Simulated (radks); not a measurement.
Species: Ca V. Configuration: [Ne] 3s2 3p4 (the NIST ground configuration).

All-electron calculation, scalar-relativistic Kohn-Sham, XLYP, spin-polarised, spherical densities, point nucleus; open shells are filled with parallel spins first. Program: a radial shooting solver on a logarithmic mesh with Libxc functionals.

Energy parts (eV):
| part | energy |
|---|---|
| total | -18387.555 |
| kinetic | 18516.385 |
| electron-nucleus | -42784.678 |
| Hartree | 6829.124 |
| exchange-correlation | -948.386 |

Orbitals (lengths in bohr, moments of r in powers of bohr; r(max) is where P^2 peaks):
orbital,occ.,eigenvalue (eV),r(max)
1s up,1,-4012.386,0.05027
1s down,1,-4011.711,0.05027
2s up,1,-472.3128,0.2995
2s down,1,-471.7558,0.2997
2p up,3,-393.2491,0.2459
2p down,3,-392.4342,0.2462
3s up,1,-98.7737,0.9670
3s down,1,-95.5111,0.9675
3p up,3,-78.6350,1.001
3p down,1,-75.5225,1.003
3d up,0,-48.7474,1.018
3d down,0,-46.1464,1.024
4s up,0,-35.3842,2.437
4s down,0,-34.7284,2.468
4p up,0,-29.6744,2.654

The highest occupied level is 3p down at -75.523 eV. The density falls to 0.001 e/bohr^3 at r = 2.66 bohr.
